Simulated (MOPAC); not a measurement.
Input file for MOPAC: PM3 on C3H7NO (a complex), monomers drawn apart or pushed together.

```
PM3 1SCF PRECISE CHARGE=0 THREADS=1
C3H7NO

C     -0.58144646 1     0.18713461 1    -0.74374357 1
O      0.25250727 1    -0.73879965 1    -0.07729619 1
H     -1.63438706 1     0.08617769 1    -0.45137679 1
H     -0.50569756 1    -0.01386227 1    -1.81302957 1
H     -0.27434364 1     1.22616870 1    -0.56933294 1
H      0.19255585 1    -0.56495809 1     0.87279264 1
C     -0.28518498 1     0.45818882 1     5.15393118 1
C     -0.17532689 1     0.17779279 1     3.73263415 1
N     -0.08791844 1    -0.04447891 1     2.61012499 1
H     -0.48457960 1     1.51825352 1     5.31127362 1
H     -1.09942085 1    -0.12286137 1     5.58721771 1
H      0.64440416 1     0.19483577 1     5.65874354 1
```

The log:

```
*******************************************************************************
 **                                                                           **
 **                              MOPAC v23.2.5                                **
 **                                                                           **
 *******************************************************************************
 ** MOPAC's Digital Object Identifier: https://doi.org/10.5281/zenodo.6511958 **
 **                                                                           **
 ** Please cite the open-source release paper for use of this MOPAC version:  **
 ** J. E. Moussa and J. J. P. Stewart (2026)                                  **
 ** MOPAC: An open-source semiempirical molecular orbital program             **
 ** J. Open Source Softw., 11(119), 8025, https://doi.org/10.21105/joss.08025 **
 *******************************************************************************

                              PM3 CALCULATION RESULTS

 *******************************************************************************
 *  PM3        - The PM3 Hamiltonian to be used
 *
 *
 *
 *                 CHARGE ON SYSTEM = 0
 *
 *
 *
 *  PRECISE    - TIGHTER CRITERIA TO BE USED
 *  1SCF       - DO 1 SCF AND THEN STOP
 *  THREADS=1  - MULTI-THREADING NOT USED
 *  T=         - A TIME OF 172800.0 SECONDS REQUESTED
 *  DUMP=N     - RESTART FILE WRITTEN EVERY 7200.0 SECONDS REQUESTED
 *******************************************************************************
PM3 1SCF PRECISE CHARGE=0 THREADS=1
 C3H7NO

   ATOM   CHEMICAL          X               Y               Z
  NUMBER   SYMBOL      (ANGSTROMS)     (ANGSTROMS)     (ANGSTROMS)

     1       C         -0.58144646  *   0.18713461  *  -0.74374357  *
     2       O          0.25250727  *  -0.73879965  *  -0.07729619  *
     3       H         -1.63438706  *   0.08617769  *  -0.45137679  *
     4       H         -0.50569756  *  -0.01386227  *  -1.81302957  *
     5       H         -0.27434364  *   1.22616870  *  -0.56933294  *
     6       H          0.19255585  *  -0.56495809  *   0.87279264  *
     7       C         -0.28518498  *   0.45818882  *   5.15393118  *
     8       C         -0.17532689  *   0.17779279  *   3.73263415  *
     9       N         -0.08791844  *  -0.04447891  *   2.61012499  *
    10       H         -0.48457960  *   1.51825352  *   5.31127362  *
    11       H         -1.09942085  *  -0.12286137  *   5.58721771  *
    12       H          0.64440416  *   0.19483577  *   5.65874354  *



          CARTESIAN COORDINATES

    NO.       ATOM           X           Y           Z

     1         C         -0.5814      0.1871     -0.7437
     2         O          0.2525     -0.7388     -0.0773
     3         H         -1.6344      0.0862     -0.4514
     4         H         -0.5057     -0.0139     -1.8130
     5         H         -0.2743      1.2262     -0.5693
     6         H          0.1926     -0.5650      0.8728
     7         C         -0.2852      0.4582      5.1539
     8         C         -0.1753      0.1778      3.7326
     9         N         -0.0879     -0.0445      2.6101
    10         H         -0.4846      1.5183      5.3113
    11         H         -1.0994     -0.1229      5.5872
    12         H          0.6444      0.1948      5.6587

  H: (PM3): J. J. P. STEWART, J. COMP. CHEM. 10, 209 (1989).
  C: (PM3): J. J. P. STEWART, J. COMP. CHEM. 10, 209 (1989).
  N: (PM3): J. J. P. STEWART, J. COMP. CHEM. 10, 209 (1989).
  O: (PM3): J. J. P. STEWART, J. COMP. CHEM. 10, 209 (1989).

           Empirical Formula: C3 H7 N O  =    12 atoms



      MOLECULAR POINT GROUP   :   C1


      RHF CALCULATION, NO. OF DOUBLY OCCUPIED LEVELS = 15


 -------------------------------------------------------------------------------
 PM3 1SCF PRECISE CHARGE=0 THREADS=1
 C3H7NO



     1SCF WAS SPECIFIED, SO BFGS WAS NOT USED
     SCF FIELD WAS ACHIEVED


                              PM3 CALCULATION
                                                       MOPAC v23.2.5 Linux




          FINAL HEAT OF FORMATION =        -29.52447 KCAL/MOL =    -123.53040 KJ/MOL


          COSMO AREA              =        132.56 SQUARE ANGSTROMS
          COSMO VOLUME            =        108.91 CUBIC ANGSTROMS

          IONIZATION POTENTIAL    =         10.307025 EV
          HOMO LUMO ENERGIES (EV) =        -10.307  1.073
          NO. OF FILLED LEVELS    =         15
          MOLECULAR WEIGHT        =         73.0944         POINT GROUP:  C1

          MOLECULAR DIMENSIONS (Angstroms)

            Atom       Atom       Distance
            H    12    H     4     7.56265
            H    10    O     2     2.61899
            H     5    H    11     2.30757


          SCF CALCULATIONS        =          1





   ATOM   CHEMICAL          X               Y               Z
  NUMBER   SYMBOL      (ANGSTROMS)     (ANGSTROMS)     (ANGSTROMS)

     1       C         -0.58144646  *   0.18713461  *  -0.74374357  *
     2       O          0.25250727  *  -0.73879965  *  -0.07729619  *
     3       H         -1.63438706  *   0.08617769  *  -0.45137679  *
     4       H         -0.50569756  *  -0.01386227  *  -1.81302957  *
     5       H         -0.27434364  *   1.22616870  *  -0.56933294  *
     6       H          0.19255585  *  -0.56495809  *   0.87279264  *
     7       C         -0.28518498  *   0.45818882  *   5.15393118  *
     8       C         -0.17532689  *   0.17779279  *   3.73263415  *
     9       N         -0.08791844  *  -0.04447891  *   2.61012499  *
    10       H         -0.48457960  *   1.51825352  *   5.31127362  *
    11       H         -1.09942085  *  -0.12286137  *   5.58721771  *
    12       H          0.64440416  *   0.19483577  *   5.65874354  *

                             CARTESIAN COORDINATES

   1    C       -0.581446460     0.187134610    -0.743743570
   2    O        0.252507270    -0.738799650    -0.077296190
   3    H       -1.634387060     0.086177690    -0.451376790
   4    H       -0.505697560    -0.013862270    -1.813029570
   5    H       -0.274343640     1.226168700    -0.569332940
   6    H        0.192555850    -0.564958090     0.872792640
   7    C       -0.285184980     0.458188820     5.153931180
   8    C       -0.175326890     0.177792790     3.732634150
   9    N       -0.087918440    -0.044478910     2.610124990
  10    H       -0.484579600     1.518253520     5.311273620
  11    H       -1.099420850    -0.122861370     5.587217710
  12    H        0.644404160     0.194835770     5.658743540


           Empirical Formula: C3 H7 N O  =    12 atoms



      MOLECULAR POINT GROUP   :   C1


                  EIGENVALUES
 -36.88379 -34.45722 -28.58338 -25.83458 -17.71055 -17.17346 -15.90046 -15.89781
 -14.66404 -14.63039 -13.23427 -12.85368 -12.85023 -11.37009 -10.30703   1.07292
   1.07675   1.66270   3.16529   3.49429   3.49714   4.20603   4.66485   4.86257
   5.13268   6.10312   6.85131


              NET ATOMIC CHARGES AND DIPOLE CONTRIBUTIONS

  ATOM NO.   TYPE          CHARGE      No. of ELECS.   s-Pop       p-Pop
    1          C           0.084148        3.9159     1.12214     2.79371
    2          O          -0.364396        6.3644     1.81609     4.54831
    3          H          -0.001442        1.0014     1.00144
    4          H           0.026817        0.9732     0.97318
    5          H          -0.001462        1.0015     1.00146
    6          H           0.222219        0.7778     0.77778
    7          C           0.042944        3.9571     1.09175     2.86530
    8          C          -0.130087        4.1301     1.27912     2.85097
    9          N          -0.071439        5.0714     1.71736     3.35407
   10          H           0.063784        0.9362     0.93622
   11          H           0.064255        0.9357     0.93575
   12          H           0.064661        0.9353     0.93534
 DIPOLE           X         Y         Z       TOTAL
 POINT-CHG.    -0.730     1.241     3.484     3.770
 HYBRID        -0.316     0.507     1.218     1.356
 SUM           -1.046     1.748     4.702     5.124


          ATOMIC ORBITAL ELECTRON POPULATIONS

     Atom    s        px        py        pz
    1  C   1.12214   0.92197   0.91434   0.95740
    2  O   1.81609   1.68065   1.57422   1.29344
    3  H   1.00144
    4  H   0.97318
    5  H   1.00146
    6  H   0.77778
    7  C   1.09175   1.01907   1.01217   0.83406
    8  C   1.27912   0.94163   0.94257   0.96677
    9  N   1.71736   1.08072   1.08412   1.18924
   10  H   0.93622
   11  H   0.93575
   12  H   0.93534

 **********************
 *                    *
 * JOB ENDED NORMALLY *
 *                    *
 **********************




 == MOPAC DONE ==
```

The run finished.

Cost: around 0.04 core-seconds (rough).
